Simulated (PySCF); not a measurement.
A structure optimised at PBE0-D3(BJ)/def2-SVP, used in a PySCF frequency run:

```
B
F 1 1.3179
Cl 1 1.7521 2 118.89
Se 1 1.9336 2 121.64 3 180.00
H 4 1.4712 1 93.79 2 0.00
```
Charge 0, spin multiplicity 1.

**Question.** Write its SMILES, formula and point group.

**Answer.** FB(Cl)[SeH], BClFHSe, Cs

**Question.** What are its rotational constants (standard atomic weights)?

**Answer.** 6.2133, 1.8690, 1.4368 GHz
